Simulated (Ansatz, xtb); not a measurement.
## C3H2ClFN2: which of two isomers lies lower

Structure X: `Fc1nc[nH]c1Cl`, a singlet. Structure Y: `Fc1cc(Cl)n[nH]1`, a singlet. Both are isolated molecules in the gas phase, relaxed with B3LYP/def2-SVP.

Energies in hartree; the thermal terms are from GFN2-xTB frequencies at re-optimised GFN2-xTB minima (ideal gas, soft modes damped towards free rotors, one conformer each, 298.15 K, 1 atm) and include the zero-point energy:

```
                              X           Y
E, CCSD(T)/def2-SVP  −783.266584  −783.247777
    E, MP2/def2-SVP  −783.202468  −783.183972
  E, MP2/def2-TZVPP  −784.015232  −783.997394
  zero-point energy     0.051976     0.051833
       H(298 K) − E     0.058654     0.058513
       G(298 K) − E     0.021729     0.021667
```

**Question.** Correct the CCSD(T) difference for the basis set by the MP2 change, then work out ΔE, ΔE₀, ΔH and ΔG for X → Y in kJ/mol (1 Eh = 2625.50 kJ/mol) and the equilibrium ratio [Y]/[X].

**Answer.** 1. Differences Y − X: CCSD(T) +0.018807, MP2 in the small set +0.018496, MP2 in the large set +0.017838 Eh.
2. ΔE = +0.018807 + (+0.017838 − (+0.018496)) = +0.018149 Eh = +47.65 kJ/mol.
3. ΔE₀ = ΔE + ΔZPE = +0.018149 + (−0.000143) Eh = +47.27 kJ/mol.
4. ΔH = ΔE + (−0.000141) Eh = +47.28 kJ/mol.
5. ΔG = ΔE + (−0.000062) Eh = +47.49 kJ/mol, so ΔS = (ΔH − ΔG)/T = −0.7 J/(mol K).
6. kT = 0.9442 mEh, so K = [Y]/[X] = exp(−ΔG/kT) = exp(−19.16) ≈ 4.8 × 10^−9.

Structure X is favoured at this temperature. An error of 4 kJ/mol in ΔG would change K by a factor of 5. Mirror images and further conformers aren't counted.

As drawn, Y has 1 C∷C, 1 N∷N in place of 2 C∷N (∷ is an aromatic bond).

Other levels gave ΔE = +43.6 (GFN2-xTB); +24.6 (HF/STO-3G, GFN2-xTB geometries); +47.7 (r2SCAN-D4/def2-SVP, GFN2-xTB geometries); +47.9 (B3LYP/def2-SVP); +55.7 (HF/def2-SVP); +48.6 (MP2/def2-SVP); +49.4 (CCSD(T)/def2-SVP) kJ/mol. The correlated steps freeze 11 core orbitals. Programs: Ansatz 0.2.0, xtb 6.7.1.
